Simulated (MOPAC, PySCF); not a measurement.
AlBr₃, SMILES `[Br][Al]([Br])[Br]`, neutral singlet in the gas phase. 

Cartesian coordinates (Å):
SMILES: [Br][Al]([Br])[Br]
```xyz
4

Br    -1.7538    -1.3181     0.5483
Al     0.0000     0.0000     0.1524
Br     1.9537    -0.8932    -0.4437
Br    -0.1999     2.2113     0.3525
```
Charge 0, spin multiplicity 1.

All levels are single points at this geometry (PBE0-D3(BJ)/def2-TZVP); Pople sets use spherical d functions. Orbital energies aren't observables, and empty levels follow the basis.

```json
[
 {"level": "M06-2X/def2-TZVP in PySCF", "HOMO (eV)": "-9.85", "LUMO (eV)": "-0.90", "gap (eV)": "8.95", "dipole (D)": "0.00", "vertical IE, Delta-SCF (eV)": "–"},
 {"level": "PBE-D3(BJ)/def2-TZVP in PySCF", "HOMO (eV)": "-7.36", "LUMO (eV)": "-2.38", "gap (eV)": "4.98", "dipole (D)": "0.00", "vertical IE, Delta-SCF (eV)": "–"},
 {"level": "B3LYP/LANL2DZ in PySCF", "HOMO (eV)": "-8.57", "LUMO (eV)": "-2.23", "gap (eV)": "6.34", "dipole (D)": "0.00", "vertical IE, Delta-SCF (eV)": "–"},
 {"level": "PBE/6-31G* in PySCF", "HOMO (eV)": "-7.34", "LUMO (eV)": "-2.45", "gap (eV)": "4.89", "dipole (D)": "0.00", "vertical IE, Delta-SCF (eV)": "10.01"},
 {"level": "HF/3-21G in PySCF", "HOMO (eV)": "-11.49", "LUMO (eV)": "1.05", "gap (eV)": "12.54", "dipole (D)": "0.00", "vertical IE, Delta-SCF (eV)": "–"},
 {"level": "PM7 in MOPAC", "HOMO (eV)": "-9.85", "LUMO (eV)": "-1.48", "gap (eV)": "8.37", "dipole (D)": "0.00", "vertical IE, Delta-SCF (eV)": "–"}
]
```
